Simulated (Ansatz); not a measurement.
Species: C$_{4}$H$_{9}$F, charge 1, multiplicity 2. 
Geometry from a B3LYP-D3(BJ)/def2-TZVP (Ansatz, a program for electronic structure) optimisation:
```
C
H 1 1.0865
H 1 1.0889 2 113.58
C 1 1.4734 2 116.26 3 141.09
H 4 1.0882 1 114.64 2 176.53
H 4 1.0901 5 111.77 1 132.66
H 4 1.1164 5 106.54 6 114.41
C 1 1.8112 2 102.45 3 -104.69
H 8 1.0867 1 104.28 2 -61.15
H 8 1.0867 9 114.08 1 109.75
C 8 1.4791 9 114.81 10 136.67
F 11 1.3565 8 112.95 9 -176.59
H 11 1.0934 12 110.14 8 131.67
H 11 1.1215 13 106.35 12 -117.80
```
Charge +1, spin multiplicity 2.

Basis-set convergence of Hartree-Fock and MP2 correlation energies (hartree) with Ansatz. Valence correlation only, unless marked. Open shells are spin-unrestricted. No spin-orbit coupling. Non-relativistic.

```json
[
 {"basis": "aug-cc-pVDZ", "functions": "196", "E(HF)": "-255.82185", "E(corr, MP2)": "-0.76248"},
 {"basis": "aug-cc-pVTZ", "functions": "437", "E(HF)": "(withheld)", "E(corr, MP2)": "(withheld)"}
]
```

Q: Complete the blanks.

A: 
- aug-cc-pVTZ, E(HF): -255.88992
- aug-cc-pVTZ, E(corr, MP2): -0.92741
